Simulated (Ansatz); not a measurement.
BiTe2. The state is a doublet with charge 0. Geometry relaxed at B3LYP-D4/def2-SVP.

```xyz
3

Bi   -1.251   -0.064    1.097
Te    0.530   -1.367   -0.739
Te    0.722    1.431   -0.357
```

In the def2 sets Bi, Te take a core potential; there is no spin–orbit coupling. The structure comes from a short search, and lower isomers may exist.

Estimate the harmonic wavenumbers at UKS B3LYP-D4/def2-SVP (Ansatz, unscaled). Is this a minimum?

132, 143, 204 cm⁻¹. Yes, no mode is imaginary beyond noise. Zero-point energy 2.9 kJ/mol. Hardware: 4 threads of Arm Neoverse V1 on a shared host. Wall time 22 s.
